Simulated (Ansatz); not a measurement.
Consider the hydrogenolysis of the Si–Cl bond: `Cl[SiH2]C#C[SiH2]Cl` + H₂ → `[SiH3]C#C[SiH2]Cl` + HCl.

Computed with Ansatz on PBE0-D4/def2-TZVP structures; ΔE is electronic, products minus reactants. CCSD(T)/CBS is the MP2 limit (def2-TZVPP, def2-QZVPP) plus CCSD(T) − MP2 in def2-TZVPP, frozen cores. This one scheme is used for every species. Functionals use def2-TZVPP.

Problem. Is it downhill or uphill in electronic energy at CCSD(T)/CBS, and by how much? (An estimate is asked.)

Solution. The calculation gave: Uphill: ΔE = +73.9 kJ/mol.

Problem. What do these levels give: B97M-V, r2SCANh-D4, PBE, r2SCAN, CAM-B3LYP, CCSD/def2-TZVPP? (An estimate is asked.)

Solution. Computed: B97M-V 72.6, r2SCANh-D4 76.4, PBE 68.3, r2SCAN 76.0, CAM-B3LYP 64.4, CCSD/def2-TZVPP 64.9 kJ/mol.

Largest T1 diagnostic among the species: 0.012.

At CCSD(T), def2-SVP lies −18.0 kJ/mol from the extrapolated value and def2-TZVPP −5.6 kJ/mol. Leaving LDA and LC-ωPBE aside and taking each functional with its dispersion term where it has one, the values, not all of them listed here, spread over 8.7 kJ/mol, from CAM-B3LYP-D4 to r2SCAN-D4. In def2-TZVPP, CCSD(T) changes the Hartree–Fock value by +7.7 kJ/mol (the triples alone add +3.3 kJ/mol) and MP2 by +18.4 kJ/mol.
